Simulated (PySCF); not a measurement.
This script is equivalent to a calculation on Cr (chromium, neutral).

```python
from pyscf import gto, scf, dft, mp, cc
import basis_set_exchange as bse
mol = gto.M(atom="Cr 0 0 0", charge=0, spin=6, symmetry="D2h",
            basis=gto.basis.parse(bse.get_basis("cc-pVDZ-DK", elements=["Cr"], fmt="nwchem", header=False)),
            nucmod="G")
mf = scf.UHF(mol).sfx2c1e()
mf.irrep_nelec = {'Ag': (6, 3), 'B1g': (1, 0), 'B2g': (1, 0), 'B3g': (1, 0), 'B1u': (2, 2), 'B2u': (2, 2), 'B3u': (2, 2)}
mf.kernel()
```

What total energy does it give?

-1049.65356 hartree (calculated).

Which occupied shell lies highest, and where?

4s α, at -6.161 eV.

What is ⟨S²⟩, and what would a pure spin state give?

12.000, against 12.00.
